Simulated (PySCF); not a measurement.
Species: C5H8F2O.
SMILES with atom numbers: `[F:1][C:2]1([F:3])[CH2:4][CH2:5][O:6][CH2:7][CH2:8]1` (hydrogens: H9, H10 on C4; H11, H12 on C5; H13, H14 on C7; H15, H16 on C8)

The closed-shell SCF was solved with PySCF and density fitting under several settings on one GFN2-xTB geometry (grid level 2 and gas phase unless stated).

| settings | basis functions | SCF cycles | E (Eh) | HOMO (eV) | LUMO (eV) | dipole (D) |
| --- | --- | --- | --- | --- | --- | --- |
| PBE0/pcSseg-1 | 176 | 14 | -469.7168 | -7.78 | 1.37 | 1.08 |
| PBE0/def2-SVPD | 233 | 14 | -469.4465 | -7.88 | 0.63 | 1.19 |
| KT3/6-31++G**, level shift 0.1 Eh, fitting basis def2-qzvpp-jkfit | 192 | 10 | -476.7816 | -6.42 | -0.73 | 1.19 |
| PBE/pcSseg-1, start guess atom | 176 | 12 | -469.6942 | -6.16 | 0.49 | 1.01 |
| HSE06/cc-pVDZ | 152 | 14 | -469.8260 | -7.16 | 1.40 | 1.05 |

Estimate the rows for these settings: (1) OLYP/def2-SVPD, IEF-PCM chloroform; (2) LDA/6-31G, IEF-PCM dichloromethane.

```
                          settings  basis functions  SCF cycles     E (Eh)  HOMO (eV)  LUMO (eV)  dipole (D)
OLYP/def2-SVPD, IEF-PCM chloroform              233          16  -469.7934      -6.07      -0.17        1.33
LDA/6-31G, IEF-PCM dichloromethane               88          13  -466.5374      -5.89       1.18        1.05
```

Over all rows, what range does the HOMO–LUMO gap span?

From 5.69 eV (KT3/6-31++G**, level shift 0.1 Eh, fitting basis def2-qzvpp-jkfit) to 9.15 eV (PBE0/pcSseg-1). The functional of the narrowest has no exact exchange, that of the widest 25 % exact exchange.

And the dipole moment?

From 1.01 D (PBE/pcSseg-1, start guess atom) to 1.33 D (OLYP/def2-SVPD, IEF-PCM chloroform); the largest is 1.32 times the smallest, and the median is 1.08 D.

Compare two rows with the functional PBE0: PBE0/pcSseg-1 and PBE0/def2-SVPD. Which energy is lower, and by how much?

PBE0/pcSseg-1 (176 functions) lies 0.2703 Eh or 170 kcal/mol below PBE0/def2-SVPD (233 functions). The smaller set gives the lower energy; the two sets aren't nested, so the variational bound doesn't order them by size.

Cycle counts include a coarse-grid stage where the run had one. All basis functions are spherical, in the Pople sets too. KT3 was designed for NMR shieldings or shifts; total energies of different functionals aren't comparable. One conformer (not necessarily the lowest) at the GFN2-xTB geometry, without vibrations or thermal averaging.
